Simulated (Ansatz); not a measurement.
The same hydrogenolysis along the group B, Al, Ga, In.

Gas-phase electronic energies from Ansatz, PBE0-D4/def2-TZVP geometries. CCSD(T)/CBS is the MP2 limit (def2-TZVPP, def2-QZVPP) plus CCSD(T) − MP2 in def2-TZVPP, frozen cores. This one scheme is used for every species. Functionals use def2-TZVPP. def2 core potentials past Kr. For Ga, In outer-core shells are correlated without core-valence functions, which leaves a few kJ/mol of doubt a bond. Scalar relativity is left out up to krypton. One conformer a species, not always the lowest.

```
                                              reaction  B2PLYP (eV)  revPBE-D4 (eV)  CCSD(T)/CBS(def2) (eV)
                           `CB(N)N` + H₂ → `NBN` + CH₄        -0.37           -0.23                   -0.29
`[CH3][Al]([NH2])[NH2]` + H₂ → `[NH2][AlH][NH2]` + CH₄        -0.33           -0.22                   -0.26
`[CH3][Ga]([NH2])[NH2]` + H₂ → `[NH2][GaH][NH2]` + CH₄        -0.42           -0.33                   -0.32
`[CH3][In]([NH2])[NH2]` + H₂ → `[NH2][InH][NH2]` + CH₄        -0.51           -0.44                   -0.42
```

Largest T1 diagnostic: 0.015, for `[NH2][InH][NH2]`.
